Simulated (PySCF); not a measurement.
## Electron correlation in Zr²⁺ (zirconium, charge +2)

Starting occupation: [Kr] 4d1 5s1, 4d5/2 with m_j = +5/2, 5s1/2 with m_j = +1/2. Computed with PySCF 2.14 in x2c-SVPall-2c with one added diffuse shell each of s, p, d type (7s9p7d1f, 76 functions), with X2C-1e with screened-nucleus spin-orbit coupling, Gaussian nucleus. Frozen: [Ar] 3d10; 10 electrons correlated; the 6 highest virtual spinors left out.

MP2 pair energies summed by pair of shells (mhartree):

| pair | energy | share (%) |
| --- | --- | --- |
| 4p1/2-4p3/2 | -50.01 | 29.3 |
| 4p3/2-4p3/2 | -43.33 | 25.4 |
| 4d5/2-4p3/2 | -15.81 | 9.3 |
| 4p1/2-4p1/2 | -12.95 | 7.6 |
| 4p3/2-5s1/2 | -11.52 | 6.7 |
| 4p3/2-4s1/2 | -9.15 | 5.4 |
| 4d5/2-4p1/2 | -7.19 | 4.2 |
| 4p1/2-5s1/2 | -5.62 | 3.3 |
| 4s1/2-4s1/2 | -4.76 | 2.8 |
| 4p1/2-4s1/2 | -4.73 | 2.8 |
| 4d5/2-5s1/2 | -2.98 | 1.7 |
| 4d5/2-4s1/2 | -1.62 | 1.0 |
| 4s1/2-5s1/2 | -0.97 | 0.6 |

Total MP2 correlation energy: -170.63 mhartree.

This basis was not built for core-valence correlation, so the inner-shell part is incomplete.
